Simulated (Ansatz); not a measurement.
Consider the redistribution: `B[SiH2]O` + `N[CH](O)[GeH3]` → `B[SiH2]C(N)O` + `[OH][GeH3]`.

Isolated molecules relaxed with PBE0-D4/def2-TZVP in Ansatz; ΔE leaves out vibrations. CCSD(T)/CBS is the MP2 limit (def2-TZVPP, def2-QZVPP) plus CCSD(T) − MP2 in def2-TZVPP, frozen cores. DFT in def2-TZVPP. B3LYP here is the variant with VWN-RPA as its local correlation; programs differ in this. For Ge outer-core shells are correlated without core-valence functions, which leaves a few kJ/mol of doubt a bond. Scalar relativity is left out up to krypton. One conformer a species, not always the lowest.

Question: Is it downhill or uphill in electronic energy at CCSD(T)/CBS, and by how much? (Best estimate.)

Answer: Ansatz gave: Uphill: ΔE = +0.59 eV.

Question: What do these levels give: PBE-D4, PBE0-D4, B3LYP-D4, ωB97X-V, PBE, PBE0, MP2/def2-TZVPP, SCS-MP2/def2-TZVPP, CCSD/def2-TZVPP, CCSD(T)/def2-TZVPP, MP2/CBS(def2), CCSD/CBS(def2)? (Best estimate.)

Answer: The calculation gave: PBE-D4 0.51, PBE0-D4 0.54, B3LYP-D4 0.56, ωB97X-V 0.53, PBE 0.52, PBE0 0.55, MP2/def2-TZVPP 0.58, SCS-MP2/def2-TZVPP 0.57, CCSD/def2-TZVPP 0.58, CCSD(T)/def2-TZVPP 0.56, MP2/CBS(def2) 0.61, CCSD/CBS(def2) 0.61 eV.

Largest T1 diagnostic among the species: 0.012.
